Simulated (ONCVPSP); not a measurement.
Configuration tests for cobalt (Co) (ONCV)

* Element: Co
* Generator: ONCVPSP 4.0.1
* Type: optimised norm-conserving Vanderbilt (ONCV)
* Functional: revPBE
* Relativity: scalar-relativistic
* Frozen core: [Ne]
* Valence charge: 17
* Reference configuration: 3s2 3p6 3d7 4s2
* Partial waves: 3s+4s: rc 1.00 bohr, ncon 4, nbas 9, qcut 12.2 1/bohr, 2 projectors; 3p: rc 1.00 bohr, ncon 5, nbas 9, qcut 12.4 1/bohr, 2 projectors, debl 3.7 Ha; 3d: rc 1.50 bohr, ncon 4, nbas 9, qcut 9.8 1/bohr, 1 projector
* Local potential: polynomial inside 0.75 bohr (lpopt 5, dvloc0 0 Ha)
* Core correction: none

Energies are relative to the spin-unpolarised reference configuration 3s2 3p6 3d7 4s2; without spin polarisation the order of configurations can differ from experiment.

Problem. Give the all-electron excitation energy and the error of the potential for: 3s2 3p6 3d7 4s1; 3s2 3p6 3d7 4s0; 3s2 3p6 3d6 4s0; 3s2 3p6 3d8 4s1.

Solution.

```csv
valence configuration,charge,ΔE all-electron (eV),error AE − PS (meV)
3s2 3p6 3d7 4s1,+1,8.934,+1.2
3s2 3p6 3d7 4s0,+2,25.554,+7.8
3s2 3p6 3d6 4s0,+3,61.310,-14
3s2 3p6 3d8 4s1,0,-1.218,+8.7
```
